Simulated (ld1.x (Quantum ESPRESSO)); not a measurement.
**Reading a pseudo-wave (chromium (Cr))**

Columns: radius, all-electron u(r) and pseudo u(r) of the 3s shell (level -73.77 eV) of chromium in the configuration [Ne] 3s2 3p6 3d5 4s1 4p0; PBEsol, scalar-relativistic, TM scheme, ld1.x (Quantum ESPRESSO) 7.5.

| r (bohr) | all-electron | pseudo |
| --- | --- | --- |
| 0.088 | -0.0460 | 0.1691 |
| 0.175 | -0.5930 | 0.3332 |
| 0.262 | -0.4917 | 0.4911 |
| 0.350 | -0.0584 | 0.6411 |
| 0.438 | 0.4125 | 0.7776 |
| 0.525 | 0.7822 | 0.8946 |
| 0.612 | 1.0225 | 0.9880 |
| 0.700 | 1.1447 | 1.0522 |
| 0.788 | 1.1733 | 1.0807 |
| 0.875 | 1.1382 | 1.0710 |
| 0.962 | 1.0640 | 1.0259 |
| 1.050 | 0.9675 | 0.9510 |
| 1.138 | 0.8625 | 0.8574 |
| 1.225 | 0.7585 | 0.7576 |
| 1.312 | 0.6595 | 0.6595 |
| 1.400 | 0.5673 | 0.5673 |
| 1.487 | 0.4853 | 0.4853 |
| 1.575 | 0.4119 | 0.4119 |
| 1.662 | 0.3486 | 0.3486 |
| 1.750 | 0.2932 | 0.2932 |
| 1.838 | 0.2459 | 0.2459 |
| 1.925 | 0.2060 | 0.2060 |
| 2.012 | 0.1722 | 0.1722 |
| 2.100 | 0.1433 | 0.1433 |
| 2.188 | 0.1191 | 0.1191 |
| 2.275 | 0.0990 | 0.0990 |

(1) How many radial nodes do the two functions have?

(2) At about which radius was the pseudo-wave matched?

(3) Is the pseudo-wave norm-conserving?

Results:

(1) The all-electron 3s function has n − l − 1 = 2 (the table is too coarse to show those close to the nucleus); the pseudo-wave has 0, since the states of the same l below it are removed with the core.

(2) 1.40 bohr. The columns agree to 0.0005 from 1.31 bohr on; several derivatives are matched, so the curves merge somewhat inside the radius.

(3) Yes: the TM scheme keeps the norm inside the radius equal to the all-electron one, which fixes the energy derivative of the logarithmic derivative at the level.
